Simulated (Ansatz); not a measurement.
`[CH3][SnH2][BH][SiH3]` + `[Cl][GeH3]` → `[SiH3][BH][GeH2][Cl]` + `[CH3][SnH3]`  (formal exchange of groups at a B–Sn bond)

Computed with Ansatz on PBE0-D4/def2-TZVP structures; ΔE is electronic, products minus reactants. CCSD(T)/CBS adds triple-zeta CCSD(T) − MP2 to the extrapolated MP2 energy (def2 sets, frozen cores). Functionals use def2-TZVPP. B3LYP here is the variant with VWN-RPA as its local correlation; programs differ in this. def2 core potentials past Kr. For Ge, Sn outer-core shells are correlated without core-valence functions, which leaves a few kJ/mol of doubt a bond. Scalar relativity is left out up to krypton. Each species was taken in one conformer, which may not be the lowest.

```
             level  ΔE (kJ/mol)  difference from CCSD(T)/CBS
            PBE-D4         -5.9                         -5.0
           PBE0-D4         -5.4                         -4.5
          B3LYP-D4         -5.7                         -4.8
           ωB97X-V         -5.7                         -4.8
           ωB97M-V         -4.9                         -4.0
    MP2/def2-TZVPP         -1.0                         -0.1
SCS-MP2/def2-TZVPP         -2.2                         -1.3
    MP2/def2-QZVPP          1.1                          2.0
SCS-MP2/def2-QZVPP          0.0                          0.9
      HF/CBS(def2)         -5.1                         -4.2
       CCSD(T)/CBS         -0.9                            0
```

Largest T1 diagnostic among the species: 0.013.
